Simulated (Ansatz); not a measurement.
C3H9ClOSi, singlet, geometry from GFN2-xTB; MP2/pcseg-1 in Ansatz (a first-principles code).

Here is a job for Ansatz.
Ansatz 0.2 input:
```yaml
crystal:
  periodic: [false, false, false]
  atoms:
    - {symbol: Si, position_ang: [-0.14687399, -0.17053629, -0.39399048]}
    - {symbol: Cl, position_ang: [0.76933491, 1.43406843, -1.23258087]}
    - {symbol: C, position_ang: [-1.75107774, 0.33281764, 0.47592416]}
    - {symbol: C, position_ang: [-2.47118882, -0.84076178, 1.13254331]}
    - {symbol: O, position_ang: [0.77959577, -0.76351908, 0.79310170]}
    - {symbol: C, position_ang: [2.13946948, -1.10113311, 0.78406164]}
    - {symbol: H, position_ang: [-0.33302623, -1.13679002, -1.47677474]}
    - {symbol: H, position_ang: [-2.41807314, 0.79856701, -0.25077710]}
    - {symbol: H, position_ang: [-1.54494412, 1.08983866, 1.23540285]}
    - {symbol: H, position_ang: [-1.82713603, -1.31459144, 1.86809322]}
    - {symbol: H, position_ang: [-3.37780895, -0.50451014, 1.63223568]}
    - {symbol: H, position_ang: [-2.74658904, -1.58585697, 0.39024392]}
    - {symbol: H, position_ang: [2.29444773, -2.03802853, 0.24517578]}
    - {symbol: H, position_ang: [2.45992432, -1.22094521, 1.81897479]}
    - {symbol: H, position_ang: [2.73076404, -0.31672251, 0.30717893]}
basis:
  gaussian:
    orbitals: pcseg-1.json
magnetization: {spin_polarized: false}
correlation: {method: mp2}
```
The basis file holds pcseg-1 in the JSON format of the Basis Set Exchange.

**Question.** Predict the main parts of the log of this Ansatz run.

**Answer.** 
```
Functional definition: HF
1410 factors; integrals over basis functions are off by at most 1.2e-3 eV
mean field evaluation 1: about -25632.4475 eV, gradient 4.0e1 eV
mean field evaluation 2: about -25632.6276 eV, gradient 4.0e1 eV
mean field evaluation 4: about -25636.5272 eV, gradient 4.7e0 eV
mean field evaluation 8: about -25636.5931 eV, gradient 1.8e-4 eV
mean field -25636.59308636 eV, -942.1274188168 hartree, gradient 1.3e-6 eV, S^2 0.000000; 0 other end points of the search recorded, 0 dependent functions left out
14 core orbitals not correlated
reference -25636.59308636 eV, -942.1274188168 hartree; 19, 19 occupied and 104, 104 virtual orbitals, 1410 factors
second order -22.79223123 eV of doubles, -0.00000000 eV of singles
Total energy: -25659.38531759 eV, -942.9650178654 hartree
```
